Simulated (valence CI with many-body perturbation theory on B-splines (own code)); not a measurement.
Level structure of Nb17+

Calculated by valence CI with perturbative core correlation (CI+MBPT): six valence electrons over a frozen Dirac-Fock core [Ar], a basis of 7 s, 7 p, 8 d, 6 f, 4 g, 1 h functions for each j, with the one-electron correlation potential Σ1 (screened to all orders), the two-electron term Σ2, the three-electron term Σ3, Breit, model QED; selected single and double excitations, second order for the rest, scaled by the run's own slope (own B-spline code, finite nucleus).

No measured spectrum was set against this ion. As an estimate, terms of the open shell hold to 2 to 4 % of their energy, and close levels can change places. Core correlation moves these levels by up to 8900 cm⁻¹, and in measured spectra 5 to 20 % of such shifts remained as error; rates that hang on mixing are uncertain with them. Among the levels kept, up to 700 cm⁻¹ of a level comes from second order outside the variational space, and about a tenth of that is noise between levels of different J, which matters for small intervals. Only levels of the ground parity were solved; by the run's estimate the other parity begins above the list, which can be wrong where configurations are misplaced.

Levels 1 to 34 of 34, with energies above the lowest level, 3d6 5D_4. "Leading %" is the weight of the configuration and term that name the level; weights of strongly mixed levels are sums over their largest components and can fall short. In the jj column 3d3/2^4 stands for four electrons in 3d with j = 3/2.

```csv
No.,Configuration,Term,J,E (eV),Leading %,g,Leading jj
1,3d6,5D,4,0.000,92,1.479,3d3/2^3 3d5/2^3 (43 %)
2,3d6,5D,3,1.692,96,1.487,3d3/2^3 3d5/2^3 (65 %)
3,3d6,5D,2,2.161,86,1.485,3d3/2^2 3d5/2^4 (42 %)
4,3d6,5D,1,2.780,91,1.489,3d3/2^3 3d5/2^3 (63 %)
5,3d6,5D,0,2.998,90,,3d3/2^2 3d5/2^4 (62 %)
6,3d6,3F,4,7.657,29,1.045,3d3/2^4 3d5/2^2 (52 %)
7,3d6,3P,2,8.214,78,1.460,3d3/2^2 3d5/2^4 (48 %)
8,3d6,3H,6,8.436,91,1.150,3d3/2^3 3d5/2^3 (86 %)
9,3d6,3H,5,8.704,63,1.093,3d3/2^3 3d5/2^3 (92 %)
10,3d6,3F,3,9.928,68,1.006,3d3/2^3 3d5/2^3 (70 %)
11,3d6,3F,2,10.304,87,0.720,3d3/2^3 3d5/2^3 (61 %)
12,3d6,3H,4,10.670,56,1.001,3d3/2^2 3d5/2^4 (84 %)
13,3d6,3P,0,11.726,51,,3d3/2^3 3d5/2^3 (48 %)
14,3d6,3G,5,11.950,63,1.136,3d3/2^2 3d5/2^4 (92 %)
15,3d6,3P,1,12.160,70,1.276,3d3/2 3d5/2^5 (55 %)
16,3d6,3G,4,12.552,73,1.056,3d3/2^2 3d5/2^4 (44 %)
17,3d6,3G,3,13.200,68,0.853,3d3/2^2 3d5/2^4 (71 %)
18,3d6,3D,2,13.494,76,1.154,3d3/2^2 3d5/2^4 (51 %)
19,3d6,1I,6,14.037,91,1.012,3d3/2^2 3d5/2^4 (86 %)
20,3d6,3D,3,14.125,90,1.304,3d3/2^3 3d5/2^3 (49 %)
21,3d6,3D,1,14.275,75,0.742,3d3/2^2 3d5/2^4 (64 %)
22,3d6,1G,4,15.939,72,1.011,3d3/2 3d5/2^5 (56 %)
23,3d6,3P,0,17.313,69,,3d3/2^4 3d5/2^2 (40 %)
24,3d6,1D,2,17.326,71,1.023,3d3/2^2 3d5/2^4 (39 %)
25,3d6,1F,3,18.154,75,1.016,3d3/2^3 3d5/2^3 (87 %)
26,3d6,3P,0,20.979,69,,3d5/2^6 (50 %)
27,3d6,3P,1,21.066,98,1.486,3d3/2^3 3d5/2^3 (71 %)
28,3d6,3F,4,22.165,88,1.221,3d3/2^2 3d5/2^4 (55 %)
29,3d6,3F,2,22.408,96,0.681,3d3/2^2 3d5/2^4 (72 %)
30,3d6,3F,3,23.711,74,1.071,3d3/2 3d5/2^5 (63 %)
31,3d6,3P,2,23.957,91,1.462,3d3/2^2 3d5/2^4 (44 %)
32,3d6,1G,4,25.427,88,1.023,3d3/2^2 3d5/2^4 (61 %)
33,3d6,1D,2,32.893,98,0.999,3d3/2^2 3d5/2^4 (74 %)
34,3d6,1S,0,42.022,98,,3d3/2^2 3d5/2^4 (78 %)
```

Names give the largest LS component (configuration and term), which can be under half, so a name can repeat, a term be missing and a line seem to break the LS rules; names also repeat where a configuration has a term twice.

The ionisation energy to 3d5 6S_5/2 of the next ion comes out as 688.57 eV (NIST: 688 ± 3 eV (theoretical)). All 34 levels together are meant to be complete up to 43.770 eV.
